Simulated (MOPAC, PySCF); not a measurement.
C4H7BSi, SMILES `B[SiH]1C=CC=C1`, neutral singlet in the gas phase. 

Z-matrix (Å, degrees):
```
C
C 1 1.3645
H 1 1.0824 2 121.93
H 2 1.0883 1 122.94 3 1.31
C 2 1.4562 4 119.80 1 -179.76
C 5 1.3570 2 116.82 4 -178.96
H 6 1.0828 5 121.81 2 177.00
H 5 1.0874 6 123.39 7 -1.03
Si 6 1.8545 7 130.95 5 169.73
H 9 1.4830 6 119.94 7 54.51
B 9 1.9730 10 123.80 6 149.92
H 11 1.1933 9 118.26 10 -158.35
H 11 1.1959 12 119.98 9 172.21
```
Charge 0, spin multiplicity 1.

All levels are single points at this geometry (r2SCAN-D4/def2-TZVP); Pople sets use spherical d functions. Orbital energies aren't observables, and empty levels follow the basis.

PM6 in MOPAC gives dipole (D) = 0.67.

Q: Estimate the dipole (D) from each of these levels: r2SCAN-D4/def2-TZVP in PySCF; B3LYP/3-21G in PySCF; B3LYP/6-31G* in PySCF; M06-2X/6-31G* in PySCF; HF/3-21G in PySCF; HF/6-31G* in PySCF; AM1 in MOPAC; PM3 in MOPAC.

A: 
```json
[
 {"level": "r2SCAN-D4/def2-TZVP in PySCF", "dipole (D)": "0.98"},
 {"level": "B3LYP/3-21G in PySCF", "dipole (D)": "0.93"},
 {"level": "B3LYP/6-31G* in PySCF", "dipole (D)": "1.02"},
 {"level": "M06-2X/6-31G* in PySCF", "dipole (D)": "0.81"},
 {"level": "HF/3-21G in PySCF", "dipole (D)": "0.80"},
 {"level": "HF/6-31G* in PySCF", "dipole (D)": "0.92"},
 {"level": "AM1 in MOPAC", "dipole (D)": "0.38"},
 {"level": "PM3 in MOPAC", "dipole (D)": "0.73"}
]
```
